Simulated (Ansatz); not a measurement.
Calculated with Ansatz (gas phase, PBE0-D4/def2-TZVP geometries, no zero-point term in ΔE). CCSD(T)/CBS is the MP2 limit (def2-TZVPP, def2-QZVPP) plus CCSD(T) − MP2 in def2-TZVPP, frozen cores. This one scheme is used for every species. DFT in def2-TZVPP. B3LYP here is the variant with VWN-RPA as its local correlation; programs differ in this. HSE06 is defined as in plane-wave codes. def2 core potentials past Kr. For Ta outer-core shells are correlated without core-valence functions, which leaves a few kJ/mol of doubt a bond. One conformer a species, not always the lowest.

Reaction (formal hydrolysis of a Ta–Cl bond): `[CH3][Ta](=[NH])([OH])[Cl]` + H₂O → `[CH3][Ta](=[NH])([OH])[OH]` + HCl

```csv
level,ΔE (kcal/mol),difference from CCSD(T)/CBS
B3LYP-D4,1.6,-1.3
BHLYP-D4,2.4,-0.5
CAM-B3LYP-D4,0.3,-2.6
ωB97M-V,1.5,-1.4
B2PLYP,2.0,-0.9
PBE,1.7,-1.2
PBE0,2.5,-0.4
r2SCANh,2.4,-0.5
r2SCAN0,2.7,-0.2
HSE06,2.6,-0.3
BHLYP,1.6,-1.3
CAM-B3LYP,-0.1,-3.0
LC-ωPBE,0.2,-2.7
CCSD/def2-SVP,-1.4,-4.3
HF/def2-TZVPP,2.1,-0.8
CCSD/def2-TZVPP,1.5,-1.4
CCSD(T)/CBS,2.9,0
```

Q: What do rigid-rotor, harmonic-oscillator terms from PBE0-D4/def2-TZVP frequencies (298.15 K, 1 bar) make of the CCSD(T)/CBS value? (Best estimate.)

A: The calculation gave: ΔZPE = -1.1 kcal/mol, ΔH = +1.4 kcal/mol, ΔS = -14 J/(mol·K), ΔG = +2.4 kcal/mol.

Largest T1 diagnostic among the species: 0.018.

At CCSD(T), def2-SVP lies −4.2 kcal/mol from the extrapolated value and def2-TZVPP −1.0 kcal/mol. From BLYP to BHLYP (50 % exact exchange), in def2-TZVPP and without D4, ΔE moves by +1.3 kcal/mol.

CCSD(T)/CBS has its own doubt, a few kJ/mol and more with outer-core shells, so smaller differences from it don't rank the levels.
